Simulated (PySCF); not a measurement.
A structure optimised at PBE0-D3(BJ)/def2-SVP, used in a PySCF frequency run:

```xyz
10

Cl     0.0101     1.7733     0.0000
C     -0.0608     0.0634     0.0000
C     -1.0650    -0.8242     0.0000
C     -0.1076    -1.9953     0.0000
C      1.0482    -0.9490     0.0000
H     -2.1525    -0.7410     0.0000
H     -0.1411    -2.6363    -0.8961
H     -0.1411    -2.6363     0.8961
H      1.6866    -0.9511    -0.8975
H      1.6866    -0.9511     0.8975
```

### Question
Write its SMILES, formula and point group.

### Answer
ClC1=CCC1, C₄H₅Cl, Cs

### Question
What are its rotational constants (standard atomic weights)?

### Answer
12.423, 2.5687, 2.1884 GHz
